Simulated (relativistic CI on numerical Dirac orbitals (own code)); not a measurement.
# Radial parameters of Ag4+

Computed by Dirac-Coulomb-Breit CI, orbitals from a KLI potential per configuration, model QED, valence Slater integrals scaled by 0.85, P86 correlation energy added to each configuration (own radial code, finite nucleus).

Slater integrals F^k, G^k are unscaled and averaged over j, outside the closed core [Ar] 3d10; ζ comes from projecting the Hamiltonian with its Breit term on Σ l·s of the shell.

- 4s2.4p6.4d7: F^2(4d,4d) = 84011, F^4(4d,4d) = 55504, ζ(4d) = 2086.4 cm⁻¹; <r>(4d) = 1.199, <r^2>(4d) = 1.678 (bohr units).
- 4s2.4p6.4d6.5s: F^2(4d,4d) = 85793, F^4(4d,4d) = 56796, ζ(4d) = 2209.7, G^2(4d,5s) = 16928 cm⁻¹; <r>(4d) = 1.176, <r^2>(4d) = 1.613, <r>(5s) = 2.157, <r^2>(5s) = 5.198 (bohr units).
- 4s2.4p6.4d6.4f: F^2(4d,4d) = 86044, F^4(4d,4d) = 56985, ζ(4d) = 2225.9, F^2(4d,4f) = 33538, F^4(4d,4f) = 18830, G^1(4d,4f) = 34331, G^3(4d,4f) = 20210, G^5(4d,4f) = 13943, ζ(4f) = -52.218 cm⁻¹; <r>(4d) = 1.173, <r^2>(4d) = 1.604, <r>(4f) = 2.698, <r^2>(4f) = 8.704 (bohr units).

Question: Give the Racah parameters of the d shell in 4s2.4p6.4d7.

Answer: B = F²/49 − 5F⁴/441 = 1085 cm⁻¹ and C = 35F⁴/441 = 4405 cm⁻¹; values fitted to spectra at such low charge are typically 15 to 30 % smaller.

In this model ζ of a weakly bound d, f or g electron outside closed shells comes out too small, for d by up to a factor of two or three and at times with the wrong sign; that of an outer p electron is too small as well.

Averages of the first 10 configurations, taken without configuration mixing, which lowers the lowest level and can move excited configurations by several eV; other configurations of the list can lie among them:

```csv
Configuration,Parity,States,Average energy above the lowest level (eV)
4s2.4p6.4d7,even,120,2.9
4s2.4p6.4d6.5s,even,420,22.0
4s2.4p6.4d6.4f,odd,2940,47.1
4s2.4p6.4d6.5p,odd,1260,31.1
4s2.4p5.4d8,odd,270,63.2
4s2.4p6.4d6.5d,even,2100,43.3
4s2.4p6.4d5.5s2,even,252,44.4
4s2.4p6.4d6.6s,even,420,45.8
4s2.4p6.4d6.6p,odd,1260,49.3
4s2.4p6.4d5.5s.5p,odd,3024,52.7
```
